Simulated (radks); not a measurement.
All-electron atom: Tl4+ in [Xe] 4f14 5d9.

All-electron calculation, Dirac Kohn-Sham, PBE, spin-unpolarised, spherical densities, finite nucleus; open shells are shared between the two j in proportion to 2j + 1; Fermi nuclear charge, rms radius 5.4759 fm. Program: a radial shooting solver on a logarithmic mesh with Libxc functionals.

Energy parts (eV):
total: -551835.32
kinetic: 638881.26
electron-nucleus: -1390387.71
Hartree: 210023.10
exchange-correlation: -10351.97

Orbitals (lengths in bohr, moments of r in powers of bohr; <r^-3> diverges for s and p1/2; r(max) is where P^2 peaks):
orbital  occ.  eigenvalue (eV)      <r^2>   r(max)  <r^-3>   <1/r>
1s1/2       2        -85479.57  0.0003691  0.01003       -   99.36
2s1/2       2        -15246.03   0.005550  0.05837       -   24.52
2p1/2       2        -14642.07   0.003911  0.04279       -   24.49
2p3/2       4        -12576.63   0.005095  0.05039   22400   19.69
3s1/2       2        -3674.108    0.03599   0.1642       -   8.998
3p1/2       2        -3400.486    0.03273   0.1530       -   8.912
3p3/2       4        -2941.308    0.03909   0.1684    5262   7.658
3d3/2       4        -2487.833    0.02987   0.1309   921.9   7.558
3d5/2       6        -2389.759    0.03159   0.1351   756.6   7.276
4s1/2       2        -855.9901     0.1732   0.3695       -   3.817
4p1/2       2        -737.8544     0.1760   0.3672       -   3.708
4p3/2       4        -626.2100     0.2077   0.3985    1284   3.274
4d3/2       4        -432.9402     0.2170   0.3903   203.4   3.075
4d5/2       6        -412.1045     0.2280   0.3998   163.1   2.976
5s1/2       2        -176.4689     0.8594   0.8086       -   1.575
4f5/2       6        -162.6292     0.2589   0.3558   35.26   2.626
4f7/2       8        -158.0256     0.2661   0.3603   33.44   2.588
5p1/2       2        -136.6481     0.9892   0.8494       -   1.453
5p3/2       4        -116.1735      1.188   0.9265   232.3   1.296
5d3/2     3.6         -60.8912      1.869    1.081   24.65   1.024
5d5/2     5.4         -58.4249      1.984    1.112   19.37  0.9895

The highest occupied level is 5d5/2 at -58.425 eV. For comparison, the ionisation energy in NIST's Atomic Spectra Database is 62.6 eV (measured). In exact Kohn-Sham theory the highest level is minus the ionisation energy, but local and semilocal functionals leave it too shallow, through self-interaction and a potential that decays too fast; potentials with the right tail come closer. Summed over all electrons, <r^2> = 33.98 bohr^2, which gives a Langevin (diamagnetic) susceptibility term of -26.9 x 10^-6 cm^3/mol. The electron density at the nucleus is 2.523e+06 e/bohr^3.

Beside tabulated values, note that spin-unpolarised runs miss the spin-polarisation part of the exchange energy of open shells.
